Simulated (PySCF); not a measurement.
Isomers of C6H6N2Si, one GFN2-xTB conformer each. Single-point energies are computed at PBE0/pcSseg-1 (PySCF, gas phase, no added dispersion term), electronic only.

Problem. Rank them by PBE0/pcSseg-1 energy, lowest first (kcal/mol).
A. `[CH2:1]=[CH:2][C:3]#[C:4][Si@@H:5]([C:6]#[N:7])[N:8]=[CH2:9]` with C4–Si5–N8–C9 2°
B. `C#CC1=C([SiH3])C=NN=C1`
C. `CC#CC([SiH3])(C#N)C#N`

Solution. A (0.0), B (16.0), C (18.8).

As drawn, the lowest has a C=N bond and a C=C bond outside aromatic rings, which the highest lacks. GFN2-xTB itself gives, in the same order: 35.1, 0.0, 16.8. GFN2-xTB puts C#Cc1cnncc1[SiH3] lowest instead; measured from each level's own lowest isomer, the values differ by up to 35.1 kcal/mol (C=CC#C[Si@@H](C#N)N=C: 35.1 against 0.0).

Problem. Which frontier levels, dipoles and rotational constants go with these structures?

Solution. 
| SMILES | HOMO (eV, PBE0/pcSseg-1) | LUMO (eV) | dipole (D) | A, B, C (MHz) |
| --- | --- | --- | --- | --- |
| C=CC#C[Si@@H](C#N)N=C | -7.41 | -1.82 | 5.48 | 1893, 713.9, 575.8 |
| C#Cc1cnncc1[SiH3] | -6.82 | -2.26 | 4.29 | 1941, 1353, 804.5 |
| CC#CC([SiH3])(C#N)C#N | -8.17 | -0.68 | 5.36 | 1564, 914.4, 902.7 |
